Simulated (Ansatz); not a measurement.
[WSF4]- (WSF4⁻). Total charge -1; doublet. Geometry relaxed at r2SCAN-D4/def2-SVPD.

```csv
atom,x (Å),y (Å),z (Å)
W1,0.020,0.054,-0.042
S2,0.625,1.689,-1.315
F3,-1.609,0.524,0.884
F4,0.818,0.266,1.705
F5,1.287,-1.396,-0.205
F6,-1.140,-1.137,-1.027
```

In the def2 sets W takes a core potential; there is no spin–orbit coupling. The relaxation made no stability test and no search for a lower SCF solution. No other spin state of charge -1 was run.

Q: Estimate the harmonic wavenumbers at UKS r2SCAN-D4/def2-SVPD (Ansatz, unscaled). Is this a minimum?

A: 92, 163, 163, 215, 227, 235, 235, 528, 559, 596, 596, 626 cm⁻¹. Yes, no mode is imaginary beyond noise. Zero-point energy 25.3 kJ/mol. Hardware: 4 threads of Intel Xeon 6975P-C on a shared host. Wall time 68 s.
